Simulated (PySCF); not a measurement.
Screening by computed properties: pick the candidate that meets the target.

Species are written as SMILES; each is one conformer at its optimised geometry, gas phase, non-relativistic unless stated; the electronic structure was computed with PySCF and density fitting.

The conformers computed, where there is a choice (atom-mapped SMILES and torsion angles):
- `[CH3:1]/[C:2](=[CH:3]/[CH2:4][Cl:5])[S@:6]([CH3:7])=[O:8]`: C2–C3–C4–Cl5 95°, C1–C2–S6–C7 88°
- `[CH:1]#[C:2][C@@H:3]([CH2:4][SiH3:5])[SiH2:6][C:7]#[N:8]`: C2–C3–C4–Si5 -165°, C2–C3–Si6–C7 -69°
- `[H]/[N:3]=[C:2](\[CH3:1])[C@H:4]([CH3:5])[F:6]`: C1–C2–C4–C5 98°
- `[CH:1]#[C:2][CH2:3][CH:4]=[O:5]`: C2–C3–C4–O5 143°
- `[CH2:1]=[CH:2]/[P:3]=[P:4]/[c:5]1[cH:6][cH:7][cH:8][o:9]1`: C1–C2–P3–P4 180°, P3–P4–C5–C6 0°

Problem. Wanted: lowest triplet excitation (Tamm–Dancoff) above 4.3 eV (TDA PBE0/def2-SVPD) and static isotropic polarisability above 80 au (PBE0/def2-SVPD), at GFN2-xTB geometries. Which candidate meets both?
A. `[H]/N=C(\C)[C@H](C)F`
B. `C#CCC=O`
C. `c1ccoc1`
D. `C#C[C@@H](C[SiH3])[SiH2]C#N`
E. `C/C(=C/CCl)[S@](C)=O`
F. `CC1(F)CNC1`
G. `C=C/P=P/c1ccco1`

Solution. D. Computed values:
```csv
species,lowest triplet excitation (Tamm–Dancoff),static isotropic polarisability
C=C/P=P/c1ccco1,1.48 eV,148.2 au
C#CCC=O,3.67 eV,48.7 au
C/C(=C/CCl)[S@](C)=O,3.82 eV,100.7 au
c1ccoc1,4.04 eV,46.2 au
[H]/N=C(\C)[C@H](C)F,4.54 eV,57.5 au
C#C[C@@H](C[SiH3])[SiH2]C#N,5.27 eV,112.2 au
CC1(F)CNC1,5.86 eV,55.3 au
```

Problem. Wanted: lowest singlet excitation between 4.5 eV and 5 eV (TDDFT PBE0/def2-SVPD) and HOMO energy above -7.8 eV (PBE0/def2-SVPD), at GFN2-xTB geometries. Which candidate meets both?
A. `C/C(=C/CCl)[S@](C)=O`
B. `[C@H](C)(/C(=N/[H])C)F`
C. `C=C/P=P/c1ccco1`
D. `C#C[C@@H](C[SiH3])[SiH2]C#N`
E. `c1ccoc1`
F. `C#CCC=O`

Solution. A. Computed values:
| species | lowest singlet excitation | HOMO energy |
| --- | --- | --- |
| C=C/P=P/c1ccco1 | 3.02 eV | -6.13 eV |
| C#CCC=O | 4.31 eV | -7.73 eV |
| C/C(=C/CCl)[S@](C)=O | 4.60 eV | -6.95 eV |
| [C@H](C)(/C(=N/[H])C)F | 5.35 eV | -7.56 eV |
| C#C[C@@H](C[SiH3])[SiH2]C#N | 6.16 eV | -7.91 eV |
| c1ccoc1 | 6.34 eV | -6.69 eV |

Problem. Wanted: dipole moment between 1.3 D and 2 D (PBE0/def2-SVPD) and HOMO–LUMO gap above 7 eV (PBE0/def2-SVPD), at GFN2-xTB geometries. Which candidate meets both?
A. `[H]/N=C(\C)[C@H](C)F`
B. `P(=P\c1ccco1)/C=C`
C. `C#C[C@@H](C[SiH3])[SiH2]C#N`
D. `N1CC(F)(C)C1`
E. `C/C(=C/CCl)[S@](C)=O`
F. `C1=COC=C1`

Solution. A. Computed values:
| species | dipole moment | HOMO–LUMO gap |
| --- | --- | --- |
| C1=COC=C1 | 0.63 D | 6.90 eV |
| N1CC(F)(C)C1 | 0.86 D | 7.58 eV |
| P(=P\c1ccco1)/C=C | 1.11 D | 3.38 eV |
| [H]/N=C(\C)[C@H](C)F | 1.54 D | 7.35 eV |
| C/C(=C/CCl)[S@](C)=O | 2.44 D | 5.77 eV |
| C#C[C@@H](C[SiH3])[SiH2]C#N | 3.57 D | 7.20 eV |
